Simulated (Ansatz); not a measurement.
Isolated molecules relaxed with PBE0-D4/def2-TZVP in Ansatz; ΔE leaves out vibrations. CCSD(T)/CBS is the MP2 limit (def2-TZVPP, def2-QZVPP) plus CCSD(T) − MP2 in def2-TZVPP, frozen cores. This one scheme is used for every species, atoms too. Functionals use def2-TZVPP. No spin–orbit coupling; open shells (•) take unrestricted orbitals. Spin–orbit coupling would lower the free atoms: a little for C; strongly for Sn. Elements past krypton have def2 core potentials. For Sn outer-core shells are correlated without core-valence functions, so the limit isn't a true one: a few kJ/mol of doubt a bond, and 10 to 20 or more in all where bonds break to atoms. Each species was taken in one conformer, which may not be the lowest.

Reaction (atomization): `N[CH2][SnH3]` → C• + 7 H• + N• + Sn•

```
             level  ΔE (eV)
            PBE-D4    31.58
         r2SCAN-D4    31.12
            B97M-V    31.58
           PBE0-D4    31.15
            B2PLYP    30.90
             BHLYP    30.37
     CCSD/def2-SVP    29.03
SCS-MP2/def2-QZVPP    31.26
```

Question: What does CCSD(T)/CBS give? (Best estimate.)

Answer: Computed: +31.48 eV. The listed levels differ from it by 0.10, -0.36, 0.10, -0.33, -0.58, -1.11, -2.45, -0.22 eV.

Largest T1 diagnostic among the species: 0.012.

In def2-TZVPP, CCSD(T) changes the Hartree–Fock value by +8.77 eV (the triples alone add +0.41 eV) and MP2 by +8.48 eV; breaking electron pairs costs correlation energy, which Hartree–Fock lacks. At CCSD(T), def2-SVP lies −2.18 eV from the extrapolated value and def2-TZVPP −0.84 eV: correlation converges slowly with the basis, and small sets miss more of it in the bonded molecule than in its fragments. From r2SCAN to r2SCAN0 (25 % exact exchange), in def2-TZVPP and without D4, ΔE moves by −0.37 eV: exact exchange takes away binding that semilocal exchange gives to molecules.

For atomizations the MP2-based limit and the directly extrapolated one differ by several kJ/mol either way, and by 10 to 25 for some Ge, Se and Sn compounds, so smaller differences from it don't rank the levels.
